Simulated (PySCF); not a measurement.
**Name the molecule from its bond curve**

A diatomic of charge +1 contains S. Its doublet curve at r²SCAN in a double-zeta basis (spin-free X2C with a Gaussian nucleus, PySCF), in eV from the separated fragments:

```csv
R (Å),E (eV)
1.594,-2.328
1.669,-2.870
1.743,-3.175
1.798,-3.286
1.854,-3.321
1.910,-3.294
1.984,-3.189
2.076,-2.979
2.188,-2.659
2.336,-2.194
```

The fit gives ωe = 864 cm⁻¹ and the rotational constant Bₑ = 0.6965 cm⁻¹.

Task: Which atom is the partner?

Result: The minimum lies at 1.855 Å, so the reduced mass is 16.8576 u Å² cm⁻¹/(Bₑ·Re²) = 7.034 u. With S at 31.97 u the partner weighs about 9.0 u: Be. The molecule is BeS⁺.

The state was picked by a PBE0 search and need not be the measured ground state.
